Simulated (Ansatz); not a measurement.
Species: TeI$_{2}$, charge -1, multiplicity 2. 
Coordinates optimised at B3LYP-D3(BJ)/def2-TZVP (Ansatz, a first-principles code):
```
Te
I 1 2.9703
I 1 2.9703 2 157.71
```
Charge -1, spin multiplicity 2.

Basis-set convergence of Hartree-Fock and CCSD correlation energies (hartree) with Ansatz. Correlated levels leave the core frozen unless marked. UHF or UKS for open shells. No spin-orbit coupling. The frozen core is the preceding noble-gas configuration, with the filled d and f shells of earlier blocks. In def2 rows, elements after Kr have scalar-relativistic effective core potentials. This anion needs diffuse functions, which these sets lack.

```tsv
basis	functions	E(HF)	E(corr, CCSD)
def2-SVP	78	-860.43230	-0.30954
def2-TZVPP	150	___	___
```

Some entries are withheld; supply them.


- def2-TZVPP, E(HF): -860.46293
- def2-TZVPP, E(corr, CCSD): -0.43882
